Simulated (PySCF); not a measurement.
B(F)2(NMe2) (C₂H₆BF₂N), SMILES CN(B(F)F)C.

Coordinates come from a B3LYP-D3(BJ)/def2-SVP optimisation. Other conformers were not sampled.

Two levels are set side by side: TDDFT-PBE/def2-SVPD (PySCF) and TDDFT-M06-2X/def2-SVPD (PySCF). Vertical, same geometry. The lowest singlet is HOMO→LUMO 100 % with PBE and HOMO→LUMO 94 % with the other functional; states are paired by order. Differences are taken from unrounded values.

```tsv
quantity	TDDFT-M06-2X
lowest singlet excitation (eV)	6.70
lowest triplet excitation (TDA) (eV)	6.66
first bright state (f over 0.05) (eV)	8.32
its oscillator strength	0.28
```

Task: What does TDDFT-PBE give, and how far is it from TDDFT-M06-2X? (Estimate from the structure and the level; the computed values follow.)

Result: 
```
quantity                               TDDFT-PBE  TDDFT-PBE minus TDDFT-M06-2X
-------------------------------------  ---------  ----------------------------
lowest singlet excitation (eV)              5.78                         -0.92
lowest triplet excitation (TDA) (eV)        5.67                         -0.99
first bright state (f over 0.05) (eV)       7.39                         -0.93
its oscillator strength                     0.24                         -0.04
```

Functionals without exact exchange tend to place singlet excitations lower, as here. Differences between two approximate levels are no errors against the true value.

Rough cost on one machine, each run with all the roots and properties that it gave: TDDFT-M06-2X against TDDFT-PBE about 10 times.
